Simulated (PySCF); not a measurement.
Gas-phase reaction: 2 GeF3 = GeF4 + GeF2

Method: PySCF energies plus ideal-gas RRHO corrections (1 bar). † marks an energy on the PBE0/def2-TZVP geometry and frequencies; other levels use their own. MP2 freezes the core. Open shells (unrestricted): GeF3 (multiplicity 2); the rest are closed-shell singlets. Ge: all electrons, no relativistic terms. GeF3: computed as isolated molecules; such fragments, hydroxides, amides, oligomers or adducts are transient or little studied in the gas. MP2 isn't extrapolated to the basis-set limit.

r2SCAN/def2-TZVP† gives ΔH°(298 K) = -200 kJ.

### Question
What do PBE/def2-SVP, MP2/def2-SVP†, MP2/def2-TZVPP† give?

### Answer
PBE/def2-SVP: -207 kJ; MP2/def2-SVP†: -227 kJ; MP2/def2-TZVPP†: -231 kJ. For scale, ΔH°(298 K) is -200 kJ at this level, -232 kJ at ωB97M-V/def2-TZVP†, and runs from -238 to -176 kJ over the 20 levels computed.
